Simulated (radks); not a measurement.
Initial-state core-level shifts of neutral germanium when its valence configuration changes from [Ar] 3d10 4s2 4p2. Calculated with a radial shooting solver on a logarithmic mesh with Libxc functionals: scalar-relativistic Kohn-Sham, SCAN, spin-unpolarised, spherical densities, finite nucleus; meta-GGA in the generalised Kohn-Sham scheme; Fermi nuclear charge, rms radius 4.0742 fm. Shifts are changes of the shell-averaged eigenvalues in eV (positive: less bound); the change of the density at the nucleus, which sets a Mossbauer isomer shift, is in e/bohr^3, on a base of 3.206e+04.

\begin{tabular}{lrrrrr}
valence & 1s & 2s & 2p & 3s & density at nucleus \\ \hline
3d9 4s2 4p3 & -11.839 & -12.972 & -12.902 & -10.722 & +11.621 \\
3d10 4s1.5 4p2.5 & -0.983 & -0.944 & -0.943 & -0.972 & -7.994 \\
3d9 4s1 4p4 & -13.579 & -14.652 & -14.576 & -12.432 & -7.858 \\
3d9.5 4s2 4p2.5 & -5.803 & -6.345 & -6.310 & -5.307 & +5.619 \\
3d10 4s1 4p3 & -1.919 & -1.841 & -1.837 & -1.899 & -16.387 \\
3d8 4s2 4p4 & -24.589 & -27.037 & -26.896 & -21.829 & +24.661 \\
3d7.5 4s2 4p4.5 & -31.293 & -34.459 & -34.286 & -27.503 & +31.655 \\
3d10 4p4 & -3.660 & -3.502 & -3.494 & -3.629 & -34.197 \\
\end{tabular}
